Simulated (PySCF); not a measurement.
## Deuteron quadrupole couplings in `CCS[SiH2]C(F)(F)F`

Species: C3H7F3SSi.
SMILES with atom numbers: `[CH3:1][CH2:2][S:3][SiH2:4][C:5]([F:6])([F:7])[F:8]` (hydrogens: H9, H10, H11 on C1; H12, H13 on C2; H14, H15 on Si4)

Cartesian coordinates in Å at the GFN2-xTB level; atoms count from 1:
```xyz
15
C3H7F3SSi angstrom
C     -2.4292    0.3962   -0.1425
C     -1.7154   -0.8192    0.4103
S     -0.1102   -0.3925    1.1958
Si     1.0846   -0.0345   -0.5112
C      2.8565    0.3372    0.1648
F      2.9352    1.4989    0.8380
F      3.7306    0.4424   -0.8590
F      3.3501   -0.6129    0.9765
H     -3.4169    0.1097   -0.4973
H     -1.8763    0.8302   -0.9718
H     -2.5444    1.1498    0.6319
H     -2.2945   -1.2770    1.2103
H     -1.5232   -1.5619   -0.3612
H      1.2170   -1.2180   -1.3517
H      0.7318    1.1597   -1.2717
```

Level: PBE0/pcSseg-1 (PySCF, non-relativistic); Q(2H) = 0.00286 b; rigid geometry, the same for H and D, with no vibrational averaging.

Question: Rank these positions by the coupling χzz of a deuteron there, largest first.
A. H14 (Si–H hydrogen)
B. H13 (methylene hydrogen)
C. H10 (methyl hydrogen)

Answer: C (211 kHz), B (206 kHz), A (110 kHz).

Q: Tabulate Vzz, the asymmetry η and χzz = 234.96 MHz × Q × Vzz for every hydrogen position.

A: 
| atom | bonded to | bond length (Å) | Vzz (au) | η | χzz (kHz) |
| --- | --- | --- | --- | --- | --- |
| H9 | C1 | 1.088 | 0.3139 | 0.03 | 211 |
| H10 | C1 | 1.087 | 0.3137 | 0.05 | 211 |
| H11 | C1 | 1.087 | 0.3126 | 0.03 | 210 |
| H12 | C2 | 1.089 | 0.3057 | 0.04 | 205 |
| H13 | C2 | 1.088 | 0.3068 | 0.03 | 206 |
| H14 | Si4 | 1.458 | 0.1631 | 0.03 | 110 |
| H15 | Si4 | 1.459 | 0.1617 | 0.03 | 109 |

Q: Average by the element that carries the hydrogen.

A: on C: 209 kHz over 5 positions, mean bond length 1.088 Å; on Si: 109 kHz over 2 positions, mean bond length 1.458 Å.

Geometry: GFN2-xTB, one conformer, isolated molecule. GFN2-xTB bond lengths can be off by several hundredths of an ångström, more for odd bonds, and the gradients follow them. A larger basis could move these couplings by a tenth or more.

The run behind these numbers computed NMR shieldings as well. Hardware: one thread of an Arm Neoverse N1 (shared host). Cost: 46 s, 0.97 GiB resident at most.
